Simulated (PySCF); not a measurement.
A species of formula C6H9F3O has this rotational fingerprint, computed with PBE0/pcSseg-1 in PySCF (dipole) on a GFN2-xTB geometry, gas phase:

| Item | Value |
| --- | --- |
| Rotational constants | A = 1459, B = 1065, C = 759.3 MHz |
| Dipole components | \|μa\| = 0.70 D, \|μb\| = 2.85 D, \|μc\| = 1.40 D |
| Inertial defect | -155.33 u·Å² |
| κ | -0.13 |

**Question.** Which structure is it? (One computed conformer of each.)
A. `[CH2:1]=[C:2]([CH3:3])[C@H:4]([O:5][CH2:6][F:7])[CH:8]([F:9])[F:10]` with C1–C2–C4–O5 -122°, C2–C4–O5–C6 71°, C4–O5–C6–F7 69°, C2–C4–C8–F9 -161°
B. `[CH2:1]=[CH:2][C@:3]([CH3:4])([O:5][CH2:6][F:7])[CH:8]([F:9])[F:10]` with C1–C2–C3–C4 -89°, C2–C3–O5–C6 -67°, C3–O5–C6–F7 -85°, C2–C3–C8–F9 -78°
C. `[F:1][CH:2]([F:3])[O:4][C@@H:5]1[CH2:6][CH2:7][CH2:8][C@H:9]1[F:10]` with F1–C2–O4–C5 -91°, C2–O4–C5–C6 -168°, O4–C5–C6–C7 -144°, C5–C6–C7–C8 38°, C6–C7–C8–C9 -39°, C7–C8–C9–F10 -92°

**Answer.** A. It is C=C(C)[C@H](OCF)C(F)F, an asymmetric top, point group C1. The candidates at the same level (rigid rotor, commonest isotopes):

```
                 SMILES  A (MHz)  B (MHz)  C (MHz)  μa (D)  μb (D)  μc (D)  Δ (u·Å²)  point group           rotor
   C=C[C@](C)(OCF)C(F)F     1670     1121     1006    0.44    2.14    0.44   -250.89           C1  asymmetric top
FC(F)O[C@@H]1CCC[C@H]1F     2414    808.2    678.0    2.44    0.99    0.59    -89.30           C1  asymmetric top
  C=C(C)[C@H](OCF)C(F)F     1459     1065    759.3    0.70    2.85    1.40   -155.33           C1  asymmetric top
```

`C=C[C@](C)(OCF)C(F)F` has C 32 % too high; `FC(F)O[C@@H]1CCC[C@H]1F` has A 65 % too high. No structure here is proved a minimum.
